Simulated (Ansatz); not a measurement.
# Nudged elastic band run: F$_{3}$H$_{5}$OSiZr

input.yaml

```yaml
crystal:
  periodic: [false, false, false]
  atoms:
    - { symbol: Zr, position_ang: [-0.209106, 0.297323, 0.104455] }
    - { symbol: F, position_ang: [-0.68139, 0.578775, 1.944854] }
    - { symbol: F, position_ang: [1.616618, 0.787371, -0.236974] }
    - { symbol: O, position_ang: [-1.319865, 1.447196, -0.94139] }
    - { symbol: H, position_ang: [-1.903974, 2.029159, -1.44562] }
    - { symbol: F, position_ang: [-0.571473, -1.508265, -0.466163] }
    - { symbol: Si, position_ang: [1.73074, -2.72969, 1.339822] }
    - { symbol: H, position_ang: [0.638012, -3.75149, 1.431898] }
    - { symbol: H, position_ang: [2.270173, -2.649171, -0.056332] }
    - { symbol: H, position_ang: [2.836745, -3.05467, 2.301129] }
    - { symbol: H, position_ang: [1.17272, -1.383538, 1.736322] }
basis:
  gaussian: { orbitals: def2-SVP }
hamiltonian:
  xc: pbe
neb:
  order_check: false
  images: 7
  f_tol: 0.5
  max_iterations: 60
  final_atoms:
    - { symbol: Zr, position_ang: [0.40546934, -0.08084845, -0.44091884] }
    - { symbol: F, position_ang: [0.91192944, 0.31868813, 1.83653032] }
    - { symbol: F, position_ang: [1.73868362, 1.28083779, -0.66486964] }
    - { symbol: O, position_ang: [-1.41180578, 0.37521162, -0.04744253] }
    - { symbol: H, position_ang: [-2.2490765, 0.85102542, 0.05132156] }
    - { symbol: F, position_ang: [0.35184483, -0.88094125, -2.17677353] }
    - { symbol: Si, position_ang: [1.06933783, -2.47312685, 0.89894197] }
    - { symbol: H, position_ang: [0.03127963, -3.55240551, 1.0941724] }
    - { symbol: H, position_ang: [2.39129096, -3.15809175, 0.64582637] }
    - { symbol: H, position_ang: [1.27423063, -2.00195376, 2.37748294] }
    - { symbol: H, position_ang: [1.06601601, -0.61539539, 2.13772998] }
  initial_path:
    images:
      - { positions_ang: [[-0.209106, 0.297323, 0.104455], [-0.68139, 0.578775, 1.944854], [1.616618, 0.787371, -0.236974], [-1.319865, 1.447196, -0.94139], [-1.903974, 2.029159, -1.44562], [-0.571473, -1.508265, -0.466163], [1.73074, -2.72969, 1.339822], [0.638012, -3.75149, 1.431898], [2.270173, -2.649171, -0.056332], [2.836745, -3.05467, 2.301129], [1.17272, -1.383538, 1.736322]] }
      - { positions_ang: [[-0.15584849, 0.22120639, 0.0743535], [-0.51030525, 0.44247282, 2.03706378], [1.68028452, 0.5839532, -0.34628935], [-1.23086286, 1.50380436, -0.88982557], [-1.90860569, 1.88261894, -1.32269932], [-0.66235827, -1.53877068, -0.51146745], [1.67627359, -2.62310563, 1.24050304], [0.6508349, -3.68975376, 1.28416681], [2.38158094, -2.60409605, -0.00926958], [2.60047537, -2.81355794, 2.30992019], [1.05773125, -1.30177165, 1.84554496]] }
      - { positions_ang: [[-0.10259098, 0.14508978, 0.044252], [-0.3392205, 0.30617064, 2.12927356], [1.74395105, 0.38053539, -0.4556047], [-1.14186072, 1.56041272, -0.83826114], [-1.91323739, 1.73607888, -1.19977865], [-0.75324355, -1.56927636, -0.55677191], [1.62180719, -2.51652127, 1.14118409], [0.6636578, -3.62801752, 1.13643562], [2.49298887, -2.55902109, 0.03779285], [2.36420573, -2.57244588, 2.31871137], [0.94274249, -1.2200053, 1.95476792]] }
      - { positions_ang: [[-0.04933347, 0.06897317, 0.01415049], [-0.16813575, 0.16986846, 2.22148334], [1.80761757, 0.17711759, -0.56492005], [-1.05285859, 1.61702109, -0.78669671], [-1.91786908, 1.58953883, -1.07685797], [-0.84412882, -1.59978203, -0.60207636], [1.56734078, -2.4099369, 1.04186513], [0.6764807, -3.56628128, 0.98870442], [2.60439681, -2.51394614, 0.08485527], [2.1279361, -2.33133382, 2.32750256], [0.82775374, -1.13823895, 2.06399088]] }
      - { positions_ang: [[0.00392404, -0.00714344, -0.01595101], [0.002949, 0.03356628, 2.31369312], [1.8712841, -0.02630022, -0.6742354], [-0.96385645, 1.67362945, -0.73513228], [-1.92250077, 1.44299877, -0.95393729], [-0.93501409, -1.63028771, -0.64738082], [1.51287438, -2.30335254, 0.94254617], [0.6893036, -3.50454503, 0.84097323], [2.71580474, -2.46887118, 0.1319177], [1.89166646, -2.09022176, 2.33629374], [0.71276499, -1.05647261, 2.17321385]] }
      - { positions_ang: [[0.10431037, -0.0255697, -0.12219297], [0.23019411, 0.10484674, 2.19440242], [1.83813398, 0.30048428, -0.67189396], [-1.07584378, 1.34902499, -0.56320984], [-2.00414471, 1.29500543, -0.70262258], [-0.61329936, -1.4429511, -1.029729], [1.40199024, -2.34579612, 0.93164512], [0.52479761, -3.51651015, 0.90427302], [2.6346763, -2.64117633, 0.26039486], [1.7373075, -2.06815476, 2.34659104], [0.80107774, -0.9462033, 2.16434288]] }
      - { positions_ang: [[0.20469669, -0.04399595, -0.22843493], [0.45743922, 0.1761272, 2.07511172], [1.80498386, 0.62726879, -0.66955252], [-1.18783111, 1.02442054, -0.3912874], [-2.08578864, 1.14701209, -0.45130786], [-0.29158463, -1.25561448, -1.41207717], [1.2911061, -2.38823969, 0.92074407], [0.36029161, -3.52847527, 0.96757281], [2.55354785, -2.81348147, 0.38887203], [1.58294855, -2.04608776, 2.35688834], [0.8893905, -0.835934, 2.15547191]] }
      - { positions_ang: [[0.30508302, -0.0624222, -0.33467689], [0.68468433, 0.24740766, 1.95582102], [1.77183374, 0.95405329, -0.66721108], [-1.29981845, 0.69981608, -0.21936497], [-2.16743257, 0.99901876, -0.19999315], [0.0301301, -1.06827786, -1.79442535], [1.18022197, -2.43068327, 0.90984302], [0.19578562, -3.54044039, 1.03087261], [2.47241941, -2.98578661, 0.5173492], [1.42858959, -2.02402076, 2.36718564], [0.97770325, -0.7256647, 2.14660095]] }
      - { positions_ang: [[0.40546934, -0.08084845, -0.44091884], [0.91192944, 0.31868813, 1.83653032], [1.73868362, 1.28083779, -0.66486964], [-1.41180578, 0.37521162, -0.04744253], [-2.2490765, 0.85102542, 0.05132156], [0.35184483, -0.88094125, -2.17677353], [1.06933783, -2.47312685, 0.89894197], [0.03127963, -3.55240551, 1.0941724], [2.39129096, -3.15809175, 0.64582637], [1.27423063, -2.00195376, 2.37748294], [1.06601601, -0.61539539, 2.13772998]] }
```

Command:

```bash
$ ansatz run input.yaml --threads 4 --pin off --max-ram 5120MiB --backend cpu --events-out ev --progress --plain --runs-dir out
```

Output, in part (warnings, iteration lines, the closing report on the highest movable image, with atoms numbered from 0):

```
NEB end point (image 0): max|allowed force component| = 2.676e-2 eV/Å (the criterion of neb.relax_end_points is 1.000e-1)
NEB end point (image 8): max|allowed force component| = 1.503e-2 eV/Å (the criterion of neb.relax_end_points is 1.000e-1)
NEB iter   1: max|band force component| = 7.157e0 eV/Å  barrier→ = 3.9540 eV  barrier← = 2.1471 eV  Δτ_max = 0.2000 Å  (270 SCF iters)
NEB iter   2: max|band force component| = 1.668e0 eV/Å  barrier→ = 2.7867 eV  barrier← = 0.9797 eV  Δτ_max = 0.2000 Å  (243 SCF iters)
NEB iter   3: max|band force component| = 1.341e0 eV/Å  barrier→ = 2.2621 eV  barrier← = 0.4551 eV  Δτ_max = 0.2000 Å  (240 SCF iters)
NEB iter   4: max|band force component| = 1.625e0 eV/Å  barrier→ = 2.0576 eV  barrier← = 0.2506 eV  Δτ_max = 0.1063 Å  (222 SCF iters)
NEB iter   5: max|band force component| = 1.684e0 eV/Å  barrier→ = 2.0356 eV  barrier← = 0.2286 eV  Δτ_max = 0.1041 Å  (209 SCF iters)
NEB iter   6: max|band force component| = 1.386e0 eV/Å  barrier→ = 2.0366 eV  barrier← = 0.2296 eV  Δτ_max = 0.1017 Å  (214 SCF iters)
NEB iter   7: max|band force component| = 8.504e-1 eV/Å  barrier→ = 2.0050 eV  barrier← = 0.1981 eV  Δτ_max = 0.1996 Å  (206 SCF iters)
NEB iter   8: max|band force component| = 6.251e-1 eV/Å  barrier→ = 2.0002 eV  barrier← = 0.1932 eV  Δτ_max = 0.1207 Å  (214 SCF iters)
NEB iter   9: max|band force component| = 4.102e-1 eV/Å  barrier→ = 1.9893 eV  barrier← = 0.1823 eV  CI = image 6  Δτ_max = 0.0000 Å  (417 SCF iters)
Total energy: -19419.35774673 eV, -713.6482342791 hartree
Atom 0 at     0.261742    -0.160027    -0.396146 Å, force     0.052138    -0.010887    -0.028124 eV/Å
Atom 1 at     0.468466     0.180186     1.913204 Å, force    -0.132940     0.397656    -0.105508 eV/Å
Atom 2 at     1.850158     0.764360    -0.912766 Å, force    -0.025430    -0.001616     0.013343 eV/Å
Atom 3 at    -1.228221     1.042748    -0.197678 Å, force    -0.030648    -0.190598    -0.001605 eV/Å
Atom 4 at    -2.134753     1.372462    -0.113854 Å, force     0.014842     0.033423     0.044681 eV/Å
Atom 5 at    -0.277380    -1.264185    -1.861077 Å, force     0.033353     0.088675    -0.028831 eV/Å
Atom 6 at     1.250809    -2.478790     0.967380 Å, force    -0.006233    -0.016375    -0.019813 eV/Å
Atom 7 at     0.500550    -3.783625     1.057865 Å, force    -0.009191    -0.008397     0.031121 eV/Å
Atom 8 at     2.691460    -2.799294     0.626669 Å, force    -0.043399    -0.018088     0.025272 eV/Å
Atom 9 at     1.401252    -2.095072     2.476187 Å, force    -0.079324     0.070152    -0.094359 eV/Å
Atom 10 at     0.795119    -0.715763     2.152217 Å, force     0.226832    -0.343945     0.163825 eV/Å
Dipole moment:    -0.482734     0.227542     0.341101 e Å
```

The forces met the threshold. The threshold of 0.5 eV/Å is loose, so the images may lie well off the minimum-energy path. Neighbouring images differ by up to 1.3 eV, so the band resolves the path poorly. The order of the stationary point at the top wasn't checked. The orbitals stay closed-shell, which can raise the energy where a bond breaks towards radicals; this wasn't checked here.

Final band (atoms are numbered from 1 in the order of the input):

| image | path coordinate (Å) | energy (eV) | Si7–H11 (Å) | Zr1–Si7 (Å) | F2–H11 (Å) |
| --- | --- | --- | --- | --- | --- |
| 0 | 0.00 | 0.00 | 1.51 | 3.80 | 2.71 |
| 1 | 0.84 | 0.02 | 1.51 | 3.92 | 2.57 |
| 2 | 1.69 | 0.08 | 1.50 | 3.94 | 2.49 |
| 3 | 2.53 | 0.20 | 1.50 | 3.75 | 2.27 |
| 4 | 3.38 | 0.58 | 1.49 | 3.44 | 1.92 |
| 5 | 4.22 | 1.85 | 1.67 | 3.06 | 1.37 |
| 6 | 5.06 | 1.99 | 2.17 | 2.87 | 0.98 |
| 7 | 5.91 | 1.85 | 2.24 | 2.84 | 0.99 |
| 8 | 6.75 | 1.81 | 2.23 | 2.82 | 0.99 |

Time of the run: 99 s on 4 threads of Intel(R) Xeon(R) CPU @ 2.60GHz (Ice Lake), on a shared host, peak memory 0.21 GiB.
